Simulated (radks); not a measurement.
Trend from Rb to Xe: ionisation energy by Delta-SCF between NIST ground configurations, and size. Method: scalar-relativistic Kohn-Sham, PBE, spin-polarised, spherical densities, finite nucleus; open shells are filled with parallel spins first (spin-orbit coupling, left out, can overturn this in heavy ions); Fermi nuclear charge, rms radius of each element as measured or else 0.836 A^(1/3) + 0.57 fm; computed with a radial shooting solver on a logarithmic mesh with Libxc functionals.

Rb: configuration [Kr] 5s1; configuration of the ion [Kr]; IE (eV) 4.290; NIST (eV) 4.177; kind exp.; -e(HOMO) (eV) 2.436 (5s); r at 0.001 e/bohr^3 (bohr) 4.56
Sr: configuration [Kr] 5s2; configuration of the ion [Kr] 5s1; IE (eV) 5.699; NIST (eV) 5.695; kind exp.; -e(HOMO) (eV) 3.526 (5s); r at 0.001 e/bohr^3 (bohr) 5.26
Zr: configuration [Kr] 4d2 5s2; configuration of the ion [Kr] 4d2 5s1; IE (eV) 6.438; NIST (eV) 6.634; kind exp.; -e(HOMO) (eV) 4.047 (5s); r at 0.001 e/bohr^3 (bohr) 5.07
Nb: configuration [Kr] 4d4 5s1; configuration of the ion [Kr] 4d4; IE (eV) 7.163; NIST (eV) 6.759; kind exp.; -e(HOMO) (eV) 3.713 (4d); r at 0.001 e/bohr^3 (bohr) 4.75
Mo: configuration [Kr] 4d5 5s1; configuration of the ion [Kr] 4d5; IE (eV) 7.457; NIST (eV) 7.092; kind exp.; -e(HOMO) (eV) 4.571 (4d); r at 0.001 e/bohr^3 (bohr) 4.63
Tc: configuration [Kr] 4d5 5s2; configuration of the ion [Kr] 4d5 5s1; IE (eV) 6.866; NIST (eV) 7.119; kind exp.; -e(HOMO) (eV) 4.242 (5s); r at 0.001 e/bohr^3 (bohr) 4.76
Ru: configuration [Kr] 4d7 5s1; configuration of the ion [Kr] 4d7; IE (eV) 7.778; NIST (eV) 7.361; kind exp.; -e(HOMO) (eV) 3.839 (4d); r at 0.001 e/bohr^3 (bohr) 4.47
Rh: configuration [Kr] 4d8 5s1; configuration of the ion [Kr] 4d8; IE (eV) 7.852; NIST (eV) 7.459; kind exp.; -e(HOMO) (eV) 4.762 (5s); r at 0.001 e/bohr^3 (bohr) 4.39
Pd: configuration [Kr] 4d10; configuration of the ion [Kr] 4d9; IE (eV) 8.949; NIST (eV) 8.337; kind exp.; -e(HOMO) (eV) 4.048 (4d); r at 0.001 e/bohr^3 (bohr) 4.08
Ag: configuration [Kr] 4d10 5s1; configuration of the ion [Kr] 4d10; IE (eV) 7.946; NIST (eV) 7.576; kind exp.; -e(HOMO) (eV) 4.734 (5s); r at 0.001 e/bohr^3 (bohr) 4.25
Cd: configuration [Kr] 4d10 5s2; configuration of the ion [Kr] 4d10 5s1; IE (eV) 9.045; NIST (eV) 8.994; kind exp.; -e(HOMO) (eV) 5.659 (5s); r at 0.001 e/bohr^3 (bohr) 4.38
In: configuration [Kr] 4d10 5s2 5p1; configuration of the ion [Kr] 4d10 5s2; IE (eV) 5.523; NIST (eV) 5.786; kind exp.; -e(HOMO) (eV) 2.779 (5p); r at 0.001 e/bohr^3 (bohr) 4.63
Sn: configuration [Kr] 4d10 5s2 5p2; configuration of the ion [Kr] 4d10 5s2 5p1; IE (eV) 7.309; NIST (eV) 7.344; kind exp.; -e(HOMO) (eV) 4.157 (5p); r at 0.001 e/bohr^3 (bohr) 4.71
Sb: configuration [Kr] 4d10 5s2 5p3; configuration of the ion [Kr] 4d10 5s2 5p2; IE (eV) 8.968; NIST (eV) 8.608; kind exp.; -e(HOMO) (eV) 5.467 (5p); r at 0.001 e/bohr^3 (bohr) 4.66
Te: configuration [Kr] 4d10 5s2 5p4; configuration of the ion [Kr] 4d10 5s2 5p3; IE (eV) 8.646; NIST (eV) 9.010; kind exp.; -e(HOMO) (eV) 5.199 (5p); r at 0.001 e/bohr^3 (bohr) 4.61
I: configuration [Kr] 4d10 5s2 5p5; configuration of the ion [Kr] 4d10 5s2 5p4; IE (eV) 10.553; NIST (eV) 10.451; kind exp.; -e(HOMO) (eV) 6.749 (5p); r at 0.001 e/bohr^3 (bohr) 4.52
Xe: configuration [Xe]; configuration of the ion [Kr] 4d10 5s2 5p5; IE (eV) 12.359; NIST (eV) 12.130; kind exp.; -e(HOMO) (eV) 8.235 (5p); r at 0.001 e/bohr^3 (bohr) 4.41

Reference values: NIST Atomic Spectra Database (exp. = measured, semi-emp. = semi-empirical, theory = theoretical value adopted there). Open shells are spherical and high-spin; term and fine-structure splittings are not resolved. Spin-orbit splitting is averaged out at the scalar-relativistic level.
